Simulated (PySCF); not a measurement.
## Assigning NMR signals

Geometry (Å), atoms numbered from 1 in this order:
```xyz
18

C    -1.755   -1.277   -1.011
C    -1.337   -0.357   -0.139
C    -2.316    0.369    0.741
C     0.069   -0.034   -0.016
C     0.583    0.891    0.829
C     2.015    1.083    0.822
C     2.691    0.306   -0.038
Cl    4.396    0.365   -0.212
Si    1.495   -0.821   -0.989
H    -2.796   -1.530   -1.116
H    -1.063   -1.803   -1.647
H    -2.083    0.195    1.790
H    -3.329    0.026    0.549
H    -2.270    1.441    0.557
H    -0.013    1.489    1.502
H     2.471    1.809    1.478
H     1.500   -0.523   -2.420
H     1.733   -2.231   -0.691
```

- coordinates at the GFN2-xTB level
- shielding tensors at PBE0/pcSseg-1 (GIAO)
- code: PySCF
- in vacuum, rapidly exchanging positions averaged, one conformer, relativity neglected

δ = σ(ref) − σ, references computed at the same level: 13C (σref 186.93), 1H (σref 31.72) against TMS.

Q: Assign these signals to the numbered atoms. 13C{1H} NMR (computed): δ 151.6 (CH), 151.3 (C), 150.5 (C), 150.0 (C), 146.5 (CH), 124.0 (CH2), 21.9 (CH3).

A: 
151.6 → C6, alkene CH: as expected for a trigonal carbon in a double bond
151.3 → C2, fully substituted alkene carbon: as expected for a trigonal carbon in a double bond
150.5 → C7, fully substituted alkene carbon
150.0 → C4, fully substituted alkene carbon
146.5 → C5, alkene CH: as expected for a trigonal carbon in a double bond
124.0 → C1, terminal =CH2 carbon: the olefinic region
21.9 → C3, allylic methyl carbon: a saturated carbon with 1 carbon neighbour and no heteroatom attached

C6 and C2; C2 and C7; C7 and C4 lie closer than the usual error of such a calculation, so a measured spectrum could show them in the other order.

Q: Assign these signals to the numbered atoms. 1H NMR (400 MHz, computed): δ 6.88 (d, 1H), 6.69 (d, 1H), 5.30 (m, 1H), 5.21 (m, 1H), 4.71 (s, 2H), 1.98 (s, 3H).

A: 
| δ (ppm) | atoms | environment | reason |
| --- | --- | --- | --- |
| 6.88 | H16 | hydrogen on an alkene CH | olefinic region |
| 6.69 | H15 | hydrogen on an alkene CH | – |
| 5.30 | H10 | hydrogen on a terminal =CH2 carbon | olefinic region |
| 5.21 | H11 | hydrogen on a terminal =CH2 carbon | – |
| 4.71 | H17/H18 | hydrogen on a silicon bonded to 2 C, in a 5-membered ring | – |
| 1.98 | H12/H13/H14 | hydrogen on an allylic methyl carbon | allylic position |

H10 and H11 lie closer than the usual error of such a calculation, so a measured spectrum could show them in the other order.

Carbons that carry Cl, above all several Cl atoms, come out too deshielded, partly because spin–orbit coupling is missing. Shifts are as computed. Against solution values, carbons near 30 ppm lie about +3 ppm off and those near 130 ppm about +5 ppm; carbons on Cl a further +6 ppm. Of 1211 compounds with measured shifts, 218 miss one by over three times the rms of a fit or turn the order of signals round; such compounds aren't used in these exercises. No couplings were computed; multiplicities are counted from neighbouring protons, with m where these are inequivalent, close in shift, in a saturated or five-membered ring or joined by F or P, and br s for small geminal =CH2 splittings.
